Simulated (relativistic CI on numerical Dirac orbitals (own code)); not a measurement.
# A ladder of approximations for the levels of Ag VI

Calculated with a relativistic CI code on KLI orbitals (one set per configuration, finite nucleus), adding one ingredient at a time: step 1, Dirac-Coulomb, each configuration alone; step 2, with Breit and QED terms; step 3, with configuration mixing; step 4, with scaled Slater integrals (0.9); step 5, with a P86 correlation estimate; step 6, tied to the ionisation limit. P86 is a density functional for the correlation energy, evaluated here for each configuration and added to its levels. Step 6 is semi-empirical: configurations made of the next ion and one excited electron move by -10205 cm⁻¹, so that their limit matches the tabulated ionisation energy, and those with a non-penetrating f or g electron also take the P86 value of the least penetrating other one.

Configurations in the expansion (outside the closed core [Ar] 3d10 4s2): 4p⁶4d⁶, 4p⁶4d⁵5p, 4p⁶4d⁵5s, 4p⁶4d⁵4f, 4p⁵4d⁷, 4p⁶4d⁵6s, 4p⁶4d⁵6p, 4p⁶4d⁴5s5p, 4p⁶4d⁵5f, 4p⁶4d⁵6f, 4p⁶4d⁴5s², 4p⁶4d³5s²5p, 4p⁶4d³4f5s², 4p⁶4d³5s²6s, 4p⁶4d³5s²6p.

Computed minus measured energy above the ground level, in cm⁻¹, for 16 of the 34 excited levels that pair in every step (one J of a term; a digit in brackets numbers repeated terms):

```
Configuration  Term  J  Measured  Step 1  Step 2  Step 3  Step 4  Step 5  Step 6
       4p⁶4d⁶    5D  3      2692     -53    -135    -138    -104    -104    -104
       4p⁶4d⁶    3P  2     21042    4162    4196    4128    1642    1644    1642
       4p⁶4d⁶    3H  6     21512    2700    2597    2646     366     365     367
       4p⁶4d⁶    3F  3     24441    3851    3799    3736    1138    1139    1137
       4p⁶4d⁶    3G  5     27958    3698    3506    3469     812     813     811
       4p⁶4d⁶    3D  2     32650    6018    5955    5759    2195    2200    2192
       4p⁶4d⁶    1I  6     34194    3838    3623    3669     347     346     348
       4p⁶4d⁶    1G  4     37481    4404    4138    3988     610     613     608
       4p⁶4d⁶    1D  2     41372    7731    7563    7522    3202    3203    3202
       4p⁶4d⁶    1F  3     44724    8663    8618    8467    3353    3357    3351
     4p⁶4d⁵5p   7P°  3    245840   -5949   -5656   -5739   -2778    4100   -6099
     4p⁶4d⁵5p   5P°  3    258553   -3418   -3193   -4004   -2068    4814   -5375
     4p⁶4d⁵5p   5F°  5    277686    -444    -200    -750   -1463    5414   -4779
     4p⁶4d⁵5p   5H°  6    282546   -1209   -1081   -1222   -1770    5106   -5093
     4p⁶4d⁵5p   3H°  6    285564     193     354     -51   -1173    5704   -4491
     4p⁶4d⁵5p   3K°  6    289143     965    1239     997   -1222    5654   -4545
```

Mean absolute errors in cm⁻¹, over all paired levels and for the configurations:

```
Configuration, levels  Step 1  Step 2  Step 3  Step 4  Step 5  Step 6
              all, 34    4270    4175    4184    1681    2587    2558
           4p⁶4d⁶, 25    5040    4938    4860    1663    1665    1663
          4p⁶4d⁵5p, 9    2132    2054    2308    1731    5148    5045
```

Measured levels: measured levels as listed in Gamrath, thesis, University of Mons (2023).

**Question.** What does each ingredient do to the ground and the excited configurations, and where is the model closest to experiment?

**Answer.** Terms of the ground configuration are off by 5040 at first, 4860 with mixing and 1663 after scaling, which stands in for the correlation that narrows term splittings. The Breit and QED terms change the top of the ground term (measured 5380) from 5417 to 5283. Mixing lowers the ground level by 91; relative to it the configurations that move most are 4p⁶4d⁵5p by -485. The P86 estimate moves 4p⁶4d⁵5p by +6879, and takes the mean absolute error of the excited configurations from 1731 to 5148; it overshoots. Step 6 takes that error from 5148 to 5045. The mean absolute error is lowest at step 4 (1681 cm⁻¹), and the largest single drop is from step 3 to 4 (4184 to 1681).
